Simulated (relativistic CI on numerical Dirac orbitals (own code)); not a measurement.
Pt4+: 4d photoemission

Computed with this model: Dirac-Coulomb-Breit CI, separate exchange-only KLI orbitals for each configuration, QED by a radiative potential, valence Slater integrals scaled by 0.8, multiplet model of photoemission in the sudden approximation; configurations [Xe] 4f14 5d6 → [Kr] 4d9 4f14 5s2 5p6 5d6; 300 K; Lorentzian 3.5 eV and Gaussian 0.6 eV FWHM. Energies are those of the free ion, without screening or charge transfer. The energies are binding energies and can lie tens of eV above those of solids. S is read from ⟨S²⟩ = S(S + 1).

free ion: ground-state S = 1.81, centroid 386.99 eV. Peaks (eV, height): 379.8 (100), 397.4 (72).

Strongest unbroadened transitions for free ion:

```tsv
Energy (eV)	Relative strength
379.04	22.3
379.15	100.0
379.68	42.1
379.74	77.2
380.06	42.7
380.17	21.5
380.45	7.4
380.57	22.5
380.62	6.9
380.69	4.7
380.90	3.8
382.84	11.7
397.09	38.9
397.28	48.6
397.39	78.8
397.52	47.7
397.96	3.1
398.29	18.7
```
